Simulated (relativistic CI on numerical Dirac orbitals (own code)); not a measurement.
Hyperfine structure of Yb35+, mass number 171

Method of calculation: Dirac-Coulomb-Breit CI, orbitals from a KLI potential per configuration, model QED, unscaled Slater integrals (own radial code, finite nucleus).

Configuration list (outside the closed core [Ar] 3d10): 4s2.4p5, 4s.4p6, 4s2.4p4.4d, 4s.4p5.4d, 4s2.4p4.4f, 4s.4p5.4f, 4p6.4d, 4s.4p4.4d2, 4s2.4p3.4d.4f, 4p6.4f, 4p5.4d2, 4p4.4d3, 4p4.4d2.4f. Double excitations out of closed p, d and f shells are left out; levels of such configurations are missing from the list, as are those of other unlisted configurations, and high levels can miss mixing partners.

Nuclear spin I = 1/2, μ = 0.4923 μN (tables of Stone and Pyykkö). The electronic factors are computed for point nuclear moments, without core polarisation or the Bohr-Weisskopf and QED corrections.

```json
{"Level": "4s2.4p5 2P°_3/2", "E (cm⁻¹)": "0", "A (GHz)": "44.79"}
{"Level": "4s2.4p5 2P°_1/2", "E (cm⁻¹)": "552469", "A (GHz)": "362.9"}
{"Level": "4s2.4p4.4d 2D_3/2", "E (cm⁻¹)": "1179103", "A (GHz)": "22.45"}
{"Level": "4s2.4p4.4d 4F_9/2", "E (cm⁻¹)": "1211848", "A (GHz)": "24.56"}
```

Levels with J = 0, under 50 % of one LS term, or S terms without an open s electron are left out. Small factors come from cancelling terms and can be off by tens of per cent or more.

At this charge energies of transitions that change n are usually good to better than 1 %, and those within a shell (Δn = 0) to a few per cent.

(1) Give the hyperfine levels of 4s2.4p5 2P°_1/2 relative to its centre of gravity.

Answers

(1) With K = F(F + 1) − I(I + 1) − J(J + 1), E = AK/2: F = 0: -272.2, F = 1: 90.72 GHz.

LS names give the leading component of a level, which can be under half, so a name can repeat, a term be missing and a line seem to break the LS rules.
